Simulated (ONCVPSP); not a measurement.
# What the settings do to the ONCV potential of molybdenum (Mo)

Base potential:

Mo (Z = 42), optimised norm-conserving Vanderbilt (ONCV), made with ONCVPSP 4.0.1 (PBE, fully relativistic). Core [Ar] 3d10, reference 4s2 4p6 4d5 5s0.5 (charge +0.5). Waves: 4s+5s: rc 1.85 bohr, ncon 3, nbas 7, qcut 4.9 1/bohr, 2 projectors; 4p: rc 1.40 bohr, ncon 3, nbas 7, qcut 6.8 1/bohr, 2 projectors, debl 2.5 Ha; 4d: rc 1.85 bohr, ncon 4, nbas 9, qcut 9.6 1/bohr, 2 projectors, debl 0.6 Ha. Local part: polynomial inside 0.90 bohr (lpopt 5, dvloc0 3 Ha). Core correction: none.

Open shells are filled in proportion to 2j + 1.

Cutoffs, loose and tight: the cutoffs (Ha) at which the residual kinetic energy of the hardest occupied pseudo-wave falls to 1 and 0.1 mHa per electron. They do not see the model core or the augmentation charge, which bear on the density cutoff. Test errors are all-electron minus pseudo excitation energies from the reference, over the configurations 4s2 4p6 4d5 5s1; 4s2 4p6 4d5 5s0; 4s2 4p6 4d4 5s0; 4s1 4p6 4d5 5s1. A dash means not determined; rows that change the core or the reference have their own tests.

1 further variants are left out, since the program set their typed debl aside.

```tsv
change	outcome	cutoff, loose	cutoff, tight	bound ghosts	GHOST(+) flags above zero	largest test error (meV)
base	generated	22 Ha	50 Ha	none	s	-299
functional Wu-Cohen	generated	22 Ha	49 Ha	none	s	-302
reference 4s2 4p6 4d5 5s1	generated	22 Ha	50 Ha	none	s	-3.7
local potential polynomial inside 1.05 bohr (lpopt 5, dvloc0 3 Ha)	generated	22 Ha	50 Ha	none	none	-302
s: qcut 5.1; p: qcut 7; d: qcut 9.9	generated	22 Ha	36 Ha	none	s	-286
d: nbas 7	generated	22 Ha	50 Ha	none	s	-299
```

What comes out with this change to the base: d: rc 1.26?

outcome: generated; cutoff, loose: 24 Ha; cutoff, tight: 50 Ha; bound ghosts: none; GHOST(+) flags above zero: s; largest test error (meV): -297.

What comes out with this change to the base: core correction polynomial model core, fcfact 0.55?

outcome: generated; cutoff, loose: 22 Ha; cutoff, tight: 50 Ha; bound ghosts: none; GHOST(+) flags above zero: s; largest test error (meV): -395.
